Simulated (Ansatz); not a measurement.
(MgTe)n: binding per atom (eV) at several levels, gas phase, relaxed structures; Ansatz. Clusters are the lowest isomers that short searches found in that spin, judged at the geometry's level. Core potentials for Te in the def2 sets, no spin–orbit coupling. Binding counts from free atoms in the multiplicity of their measured ground term, without zero-point energy. Singlets are spin-restricted. The structures are stationary points that may keep the symmetry of their start. Correlated methods freeze inner cores and use unrestricted references for open shells.

```tsv
species	state	geometry	PBE-D4/def2-SVP	PBE-D4/def2-TZVP	r2SCAN-D4/def2-TZVP	PBE0-D4/def2-SVP	PBE0-D4/def2-TZVP	MP2/def2-TZVP
(MgTe)2 ring (Mg2Te2)	singlet	PBE-D4/def2-SVP	1.89	1.90	1.94	1.85	1.87	1.85
Mg4Te4	singlet	PBE-D4/def2-SVP	2.43	2.43	2.48	2.43	2.43	2.43
```

(1) Estimate the rows for Mg3Te3 (singlet, PBE0-D4/def2-SVP geometry).

(1) 
```csv
species,state,geometry,PBE-D4/def2-SVP,PBE-D4/def2-TZVP,r2SCAN-D4/def2-TZVP,PBE0-D4/def2-SVP,PBE0-D4/def2-TZVP,MP2/def2-TZVP
Mg3Te3,singlet,PBE0-D4/def2-SVP,2.18,2.16,2.23,2.16,2.16,2.16
```
